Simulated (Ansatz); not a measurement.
Cost and result for the atomization energy of C3H9BO (`CBCOC`) (14 atoms, 13 bonds).

```xyz
14

C    -0.272    0.815   -2.058
B    -1.080    0.700   -0.740
C    -0.530    0.028    0.554
O     0.761   -0.510    0.424
C     1.218   -1.111    1.601
H     0.197    1.812   -2.025
H    -0.889    0.811   -2.959
H     0.542    0.093   -2.143
H    -2.180    1.177   -0.647
H    -0.569    0.769    1.376
H    -1.253   -0.752    0.865
H     2.220   -1.499    1.410
H     0.567   -1.942    1.909
H     1.268   -0.390    2.430
```

The species carries charge 0 and has multiplicity 1. The geometry is a stationary point of PBE0-D4/def2-TZVP. It is one conformer, not always the lowest. Program: Ansatz. All runs use 4 threads of an Arm Neoverse V2 on a shared host. Times are those of one run each, without the atoms' runs, and a repeat can differ threefold. Electronic energies, without spin–orbit coupling; frozen cores. CCSD(T)/CBS adds CCSD(T) − MP2 in def2-TZVPP to the MP2 limit, and its time is that of the two runs behind it. T1 = 0.010. B3LYP takes the VWN-RPA correlation (the form of Gaussian; ORCA's B3LYP/G).

CCSD(T)/CBS is a level of theory with its own doubt, some kJ/mol a heavy atom from the limit and from the frozen cores, so smaller differences don't rank the functionals.

```
                             level  functions  wall time
   PBE-D4/def2-TZVPP (with forces)        281      2.2 s
                PBE0-D4/def2-TZVPP        281      2.4 s
 B3LYP-D4/def2-TZVPP (with forces)        281      3.8 s
r2SCAN-D4/def2-TZVPP (with forces)        281        4 s
                 B2PLYP/def2-TZVPP        281      4.6 s
                ωB97X-V/def2-TZVPP        281        7 s
  ωB97M-V/def2-TZVPP (with forces)        281      9.5 s
                    MP2/def2-QZVPP        555       22 s
                CCSD(T)/def2-TZVPP        281    3.1 min
                 CCSD(T)/CBS(def2)          –    3.4 min
```

(1) What atomization energy does each give, and how far from CCSD(T)/CBS? (An estimate is asked.)

Results:

(1) The calculation gave: 
| level | atomization (kcal/mol) | difference from CCSD(T)/CBS | per bond |
| --- | --- | --- | --- |
| PBE-D4/def2-TZVPP (with forces) | 1300.9 | 26.9 | 2.1 |
| PBE0-D4/def2-TZVPP | 1283.2 | 9.2 | 0.7 |
| B3LYP-D4/def2-TZVPP (with forces) | 1280.2 | 6.2 | 0.5 |
| r2SCAN-D4/def2-TZVPP (with forces) | 1282.2 | 8.2 | 0.6 |
| B2PLYP/def2-TZVPP | 1266.5 | -7.5 | -0.6 |
| ωB97X-V/def2-TZVPP | 1278.9 | 4.9 | 0.4 |
| ωB97M-V/def2-TZVPP (with forces) | 1281.5 | 7.5 | 0.6 |
| MP2/def2-QZVPP | 1277.2 | 3.2 | 0.3 |
| CCSD(T)/def2-TZVPP | 1246.6 | -27.4 | -2.1 |
| CCSD(T)/CBS(def2) | 1274.0 | 0.0 | 0.0 |

In def2-TZVPP, CCSD(T) changes the Hartree–Fock value by +286.6 kcal/mol (the triples alone add +14.9 kcal/mol) and MP2 by +301.2 kcal/mol; breaking electron pairs costs correlation energy, which Hartree–Fock lacks. From PBE to PBE0 (25 % exact exchange), in def2-TZVPP and without D4, the atomization energy moves by −16.9 kcal/mol: exact exchange takes away binding that semilocal exchange gives to molecules. The D4 term adds +8.1 kcal/mol with B3LYP and +4.3 kcal/mol with PBE0; it sums over pairs of atoms, weighted by their polarisabilities, and B3LYP, whose exchange is more repulsive, gets the larger term.
